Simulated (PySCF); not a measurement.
Assignment exercise: C7H9F

Mapped SMILES: `[CH3:1][C:2]1=[CH:3][CH2:4][C@H:5]([F:6])[CH:7]=[CH:8]1` (H(Xn): hydrogen on atom n). Ha(C4) is cis to F6 on the ring; Hb(C4) is trans to F6 on the ring.

[PySCF 2.14.0 with density-fitted response routines: geometry from GFN2-xTB; σ from GIAO-PBE0/pcSseg-1; isolated molecule; relativity neglected; a single conformation; fast rotation and ring inversion assumed for equivalent nuclei]

δ = σ(ref) − σ, references computed at the same level: TMS for 13C (186.93 ppm) and 1H (31.72 ppm).

Q: Assign these signals to the numbered atoms. 13C{1H} NMR (computed): δ 138.9, 136.7, 134.5, 127.2, 94.3, 34.1, 24.3.

A: 
```tsv
δ (ppm)	atoms	environment	reason
138.9	C2	fully substituted alkene carbon	the olefinic region
136.7	C7	alkene CH	as expected for a trigonal carbon in a double bond
134.5	C8	alkene CH	–
127.2	C3	alkene CH	–
94.3	C5	allylic sp3 CH bonded to F	deshielded by the electronegative neighbour
34.1	C4	allylic sp3 CH2	a saturated carbon with 2 carbon neighbours and no heteroatom attached
24.3	C1	allylic methyl carbon	a saturated carbon with 1 carbon neighbour and no heteroatom attached
```

Q: Assign these signals to the numbered atoms. 1H NMR (400 MHz, computed): δ 6.21 (m, 1H), 5.95 (m, 1H), 5.86 (m, 1H), 5.77 (m, 1H), 2.70 (m, 1H), 2.56 (m, 1H), 1.83 (s, 3H).

A: 
6.21 → H(C7), hydrogen on an alkene CH: olefinic region
5.95 → H(C8), hydrogen on an alkene CH
5.86 → H(C5), hydrogen on an allylic sp3 CH bonded to F: its carbon carries F, which withdraws density
5.77 → H(C3), hydrogen on an alkene CH: olefinic region
2.70 → Ha(C4), hydrogen on an allylic sp3 CH2: allylic position
2.56 → Hb(C4), hydrogen on an allylic sp3 CH2
1.83 → H(C1), hydrogen on an allylic methyl carbon: allylic position

H(C8) and H(C5); H(C5) and H(C3) lie closer than the usual error of such a calculation, so a measured spectrum could show them in the other order.

Splittings by 19F in the carbon and heteronuclear signals aren't shown, as no couplings were computed. Shifts are as computed. Against solution values, carbons near 30 ppm lie about +3 ppm off and those near 130 ppm about +5 ppm. Of 1211 compounds with measured shifts, 218 miss one by over three times the rms of a fit or turn the order of signals round; such compounds aren't used in these exercises. Multiplicities follow the n + 1 count of equivalent neighbours, as no J values were calculated; m marks all less simple cases, F and P coupling included.
